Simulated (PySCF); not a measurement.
Atoms are numbered as in `[CH3:1][C@@H:2]([F:3])[c:4]1[cH:5][cH:6][cH:7][cH:8][cH:9]1` (H(Xn): hydrogen on atom n).

PySCF calculation with shieldings: GIAO PBE0/pcSseg-1 and coordinates at the GFN2-xTB level; non-relativistic Hamiltonian, in vacuum, equivalent nuclei averaged, one conformer.

**Question.** Predict the 2D correlation tables (HSQC, COSY, HMBC).

**Answer.** 

HSQC (one-bond C–H):
```csv
δH,δC
7.69 (H(C6)/H(C8)),134.0 (C6/C8)
7.64 (H(C5)/H(C9)),129.7 (C5/C9)
7.59 (H(C7)),133.0 (C7)
5.82 (H(C2)),95.4 (C2)
1.50 (H(C1)),29.5 (C1)
```

COSY cross peaks (H two or three bonds apart, from the bond graph; peaks can be absent where the dihedral angle is near 90°):
```csv
δH,δH
7.69 (H(C6)/H(C8)),7.64 (H(C5)/H(C9))
7.69 (H(C6)/H(C8)),7.59 (H(C7))
5.82 (H(C2)),1.50 (H(C1))
```

HMBC (two and three bonds, from the bond graph):
```csv
δH,δC
7.69 (H(C6)/H(C8)),"150.4 (C4), 134.0 (C6/C8), 133.0 (C7), 129.7 (C5/C9)"
7.64 (H(C5)/H(C9)),"150.4 (C4), 134.0 (C6/C8), 133.0 (C7), 129.7 (C5/C9), 95.4 (C2)"
7.59 (H(C7)),"134.0 (C6/C8), 129.7 (C5/C9)"
5.82 (H(C2)),"150.4 (C4), 129.7 (C5/C9), 29.5 (C1)"
1.50 (H(C1)),"150.4 (C4), 95.4 (C2)"
```

δ = σ(ref) − σ, references computed at the same level: $^{1}$H (31.72 ppm) and $^{13}$C (186.93 ppm) vs TMS.

Short H···H contacts in this conformer between protons four or more bonds apart (candidates for NOE cross peaks, intensity ∝ r⁻⁶): H(C2)···H(C5) 2.47 Å.

Shifts are as computed. Against solution values, carbons near 30 ppm lie about +3 ppm off and those near 130 ppm about +5 ppm. Of 1211 compounds with measured shifts, 218 miss one by over three times the rms of a fit or turn the order of signals round; such compounds aren't used in these exercises.
